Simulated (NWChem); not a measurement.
System: CH$_{4}$SSe; SMILES S([SeH])C

Here is an NWChem input.

```
start job
memory heap 200 mb stack 900 mb global 1100 mb
geometry units angstroms noautosym nocenter noautoz
  Se     0.053217     1.032758     0.038979
  H      0.184760     1.209177    -1.422841
  S     -0.678036    -1.041666     0.012497
  C      0.851913    -2.012462     0.015977
  H      1.416311    -1.880676    -0.917703
  H      0.534479    -3.063942     0.097535
  H      1.483330    -1.761211     0.879035
end
basis spherical
  Se library pcsseg-1
  H library pcsseg-1
  S library pcsseg-1
  C library pcsseg-1
end
dft
  xc pbe0
  iterations 150
end
property
  shielding
  efieldgrad
end
task dft property
```

The geometry was optimised at PBE0/def2-SVP.

GIAO values for the isolated, static molecule; σ is the absolute isotropic shielding, δ = σ(reference) − σ with the isolated reference molecule computed at the same levels (13C: tetramethylsilane, 1H: tetramethylsilane). Spin-orbit effects, on the heavy nuclei and on their neighbours, are missing.

Atoms are numbered as in the input.

Task: Give the results of this calculation. (PBE0/pcSseg-1, GIAO.) Quantities: σ Se1 (ppm); δ H2 (ppm); σ S3 (ppm); δ C4 (ppm); δ H5 (rotor mean) (ppm).

Result: The σ Se1 (ppm) comes out as 1553.4 and the δ H2 (ppm) is 3.79. The σ S3 (ppm) is 540.7 and the δ C4 (ppm) is 29.3. The δ H5 (rotor mean) (ppm) comes out as 2.20.
